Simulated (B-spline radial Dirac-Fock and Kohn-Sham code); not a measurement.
# Elastic scattering of 125 eV electrons by the free indium atom

The computed values come from a radial finite-basis atomic code: relativistic (Dirac) partial waves in the static field of the Dirac-Fock atom with Furness-McCarthy exchange, without polarisation or absorption potentials. Below a few hundred eV the neglected polarisation potential matters, most of all at small angles.

```
θ (°)  dσ/dΩ (a₀²/sr)  Sherman function
    0            47.2             0.000
   10            23.2            -0.002
   20            9.22             0.006
   30            6.25             0.020
   40            2.65             0.040
   50           0.278             0.113
   60           0.299            -0.131
   70            1.31            -0.053
   80            1.64            -0.035
   90           0.998            -0.027
  100           0.231            -0.006
  110          0.0312             0.262
  120           0.233             0.019
  130           0.300            -0.014
  140           0.167            -0.067
  150           0.336            -0.041
  160            1.16            -0.010
  170            2.26            -0.003
  180            2.78             0.000
```

**Question.** What integrated cross sections go with this distribution?

**Answer.** The total elastic cross section is 20.7 a₀², the first transport cross section 8.27 a₀² and the second, weighted with (3/2) sin²θ, 10.9 a₀². The mean deflection is ⟨1 − cos θ⟩ = 0.399, and 12 % of the collisions scatter beyond 90°.

On this grid of angles the cross section has minima near 50°, 110°, 140°, from interference among the few low partial waves with large phase shifts.

Phase shifts modulo π (rad) for κ = −1 to −5: 1.108, -1.085, -0.589, -0.655, 0.803.
